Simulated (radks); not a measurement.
Question: All-electron atom: Ho60+ in [He] 2s2 2p2.5 3s0.5 (fractional occupations, a model configuration). All-electron calculation, Dirac Kohn-Sham, BLYP, spin-unpolarised, spherical densities, finite nucleus; open shells are shared between the two j in proportion to 2j + 1; Fermi nuclear charge, rms radius 5.2022 fm. Program: a radial shooting solver on a logarithmic mesh with Libxc functionals. Some entries of the table are withheld. Estimate them.

orbital      occ.  eigenvalue (eV)  <1/r> (bohr^-1)  r(max) (bohr)
1s1/2           2        -61504.80              (1)            (2)
2s1/2           2        -14569.03              (3)        0.07322
2p1/2    0.833333              (4)            18.89            (5)
2p3/2     1.66667              (6)            16.50            (7)
3s1/2         0.5              (8)            7.935         0.1914

Answer: 
(1) 1s1/2 <1/r> (bohr^-1): 76.18
(2) 1s1/2 r(max) (bohr): 0.01310
(3) 2s1/2 <1/r> (bohr^-1): 18.98
(4) 2p1/2 eigenvalue (eV): -14302.15
(5) 2p1/2 r(max) (bohr): 0.05470
(6) 2p3/2 eigenvalue (eV): -13363.25
(7) 2p3/2 r(max) (bohr): 0.06050
(8) 3s1/2 eigenvalue (eV): -6160.658
